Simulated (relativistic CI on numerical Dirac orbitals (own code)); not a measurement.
# What each ingredient does to the levels of Tc XXXIII

Base calculation: Dirac-Coulomb-Breit CI, separate exchange-only KLI orbitals for each configuration, QED by a radiative potential, unscaled Slater integrals.

CI space (outside the closed core [Ne]): 3s, 3p, 3d, 4s, 4p, 4d, 4f, 5s, 5p, 5d, 5f, 5g, 6s, 6p, 6d, 7s, 7p. Levels of other configurations are missing.

The lowest level and the first level of each name with at least 55 % of one term (blank where a level has no safe partner in the second run):

```tsv
Level	Base (eV)	Shift (eV)
3s ²S1/2	0.00	0.00
3p ²P°1/2	72.69	+0.04
3p ²P°3/2	102.56	+0.04
3d ²D3/2	197.59	+0.03
3d ²D5/2	203.78	+0.02
4s ²S1/2	871.14	0.00
4p ²P°1/2	901.00	+0.01
4p ²P°3/2	913.04	+0.01
4d ²D3/2	948.76	0.00
4d ²D5/2	951.48	0.00
4f ²F°5/2	969.81	0.00
4f ²F°7/2	970.93	0.00
5s ²S1/2	1255.43	+0.02
5p ²P°1/2	1270.41	+0.02
```

At this charge energies of transitions that change n are usually good to better than 1 %, and those within a shell (Δn = 0) to a few per cent.

(1) One thing was changed in a second run, which moved the levels as shown. Which?
A. QED terms removed
B. Breit term removed
C. one mean potential for all configurations
D. configuration mixing switched off

Results:

(1) C. One mean potential for all configurations. One potential for all configurations removes the relaxation of the orbitals, which moves whole configurations and changes the integrals a little.
